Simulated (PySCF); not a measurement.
# Input and output

[Bi7]2+ (quartet). PySCF 2.14.0, UKS TPSS, Bi def2-SVP with ECP60; non-relativistic Hamiltonian with scalar-relativistic core potentials where named; density fitting; no spin-orbit coupling. Purpose: all atoms moved at random, sigma 0.1 A.

```python
mol = gto.M(atom='''
Bi     2.48957    -0.04651     0.00074
Bi     0.85215     2.48264    -0.08933
Bi    -2.13413     1.39939     0.01310
Bi    -2.14403    -1.49497     0.01441
Bi     0.72679    -2.44198     0.10143
Bi     0.18329     0.04478     1.97544
Bi     0.02637     0.05665    -2.01579''',
    basis={'Bi': 'def2-SVP'},
    ecp={'Bi': 'def2-SVP'},
    charge=2, spin=3)
mf = dft.UKS(mol, xc='TPSS')
mf.grids.atom_grid = (50, 194)
mf = mf.density_fit()  # fitting sets: Bi def2-universal-JKFIT
mf.conv_tol = 1e-08; mf.max_cycle = 55
mf.kernel(dm0)  # dm0: converged density of the relaxed state
mf.nuc_grad_method().kernel()
```

Run from Python with OMP_NUM_THREADS=4; the lines above give its settings. Where DIIS fails, smearing, a level shift and second-order steps follow.
It took 30 s on 4 threads of Arm Neoverse V1 (shared host), from an already converged density.

Q: Where do the frontier levels lie, over both spins?

A: HOMO -11.08 eV, LUMO -10.99 eV. 

Q: What does the SCF print?

A: 
```
init E= -1501.6993231477
cycle= 1 E= -1501.65452322005  delta_E= 0.0448  |g|= 0.0773  |ddm|= 0.927
cycle= 2 E= -1501.57824540322  delta_E= 0.0763  |g|= 0.301  |ddm|= 0.743
cycle= 3 E= -1501.65721411821  delta_E= -0.079  |g|= 0.0548  |ddm|= 0.69
cycle= 4 E= -1501.65964170491  delta_E= -0.00243  |g|= 0.0193  |ddm|= 0.151
...
cycle= 13 E= -1501.66002710354  delta_E= -1.18e-08  |g|= 5.42e-05  |ddm|= 0.000606
cycle= 14 E= -1501.66002710645  delta_E= -2.91e-09  |g|= 3.3e-05  |ddm|= 0.00038
Extra cycle  E= -1501.66002709754  delta_E= 8.91e-09  |g|= 9.91e-05  |ddm|= 0.000365
converged SCF energy = -1501.66002709754  <S^2> = 3.7646541  2S+1 = 4.0073204
```

Q: What are the Mulliken charges and spins?

A: 
```csv
atom,charge (e),spin (e)
Bi1,0.295,0.252
Bi2,0.273,0.648
Bi3,0.296,0.451
Bi4,0.270,0.640
Bi5,0.267,0.575
Bi6,0.285,0.253
Bi7,0.313,0.181
```

Q: What forces act on the atoms (eV/Å)?

A: 
```
Bi   1.10  0.08 -0.09
Bi  -0.11  0.60 -0.09
Bi   0.05  0.95 -0.23
Bi  -0.56 -0.87 -0.52
Bi   0.28 -0.91  0.40
Bi   0.04 -0.08  0.90
Bi  -0.80  0.23 -0.36
```
Forces carry noise of the integration grid, about 0.01 to 0.03 eV/Å.

Q: How does its energy compare with the relaxed quartet of charge +2 in vacuum?

A: It lies 0.097 eV higher.

Open shells may have lower solutions than the one found.
